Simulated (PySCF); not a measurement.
# One molecule, several mistakes: BClGeH3N

Calculated results; nothing here was measured. They come from PySCF 2.14.0, an open-source quantum chemistry program, on an isolated molecule that a program drew, which may never have been made. The molecule is BClGeH3N (charge 0, singlet), drawn as the SMILES string `ClB=[N][GeH3]`.

Each row is a Hartree-Fock (HF) and frozen-core CCSD(T) single point in the cc-pV(D+d)Z basis, meant for a local HF minimum. Run 1 is clean. Each other run has one planted mistake out of seven kinds, and not every kind appears here: one electron removed, one electron added, multiplicity raised by two, geometry at a saddle point, minimal basis STO-3G, one bond length entered in bohr, all coordinates scaled. The reference is restricted for singlets and unrestricted otherwise, and also for a bond in bohr. Adding or removing an electron swaps singlet and doublet. Electrons count all cores. HOMO and LUMO are orbital energies over both spins, the gradient is its largest component, and the lowest frequency (negative if imaginary) is given only where the gradient is small. Bond lengths are over the 6 bonds as drawn. T1 is the CCSD diagnostic: over 0.02 (restricted) or 0.045 (unrestricted) a single reference is doubtful. Germanium has the cc-pVDZ-PP basis, with a core potential (ECP10MDF) in place of its 10 inner electrons, and its 3s, 3p and 3d shells are frozen in CCSD(T).

Geometry of the clean run:
```xyz
7
BClGeH3N, angstrom
Cl   -1.6372    2.7799    1.1383
B    -0.0690    2.1087    1.1641
N     1.0683    1.6219    1.1829
Ge    2.7382    0.9071    1.2104
H     3.2461    0.7904   -0.2264
H     2.6701   -0.4749    1.8598
H     3.6524    1.8261    2.0202
```

```
run,electrons,basis functions,<S^2>,HOMO (eV),LUMO (eV),gradient (hartree/bohr),lowest frequency (cm^-1),mean bond (Å),longest bond (Å),T1,HF (hartree),CCSD(T) (hartree),mistake
1,64,89,0.000,-11.00,3.82,1.2e-05,94,1.5575,1.817,0.0137,-833.82419,-834.35153,no fault
2,64,89,2.022,-4.38,0.17,2.2e-01,-,1.5575,1.817,0.0225,-833.61339,-834.10496,multiplicity raised by two
3,64,89,0.000,-8.08,-2.26,4.3e-02,-,1.8269,3.433,0.0512,-833.61339,-834.17315,one bond length entered in bohr
4,63,89,0.762,-17.21,-7.37,1.5e-01,-,1.5575,1.817,0.0347,-833.49253,-833.98067,one electron removed
5,64,89,0.000,-11.19,4.19,1.0e-01,-,1.4501,1.691,0.0116,-833.77545,-834.29039,?
```

**Which mistake was planted in run 5, and what did it cost?**

The mean and the longest bond both change by the same factor, 0.931, and the gradient is no longer small. So the mistake is: all coordinates scaled. Subtracting run 1 and multiplying by 627.51 kcal/mol a hartree, the energy moved by 30.6 kcal/mol in HF and 38.4 kcal/mol in CCSD(T).

Cautions from the logs. Run 3: T1 is over the limit, so its CCSD(T) energy is less reliable.
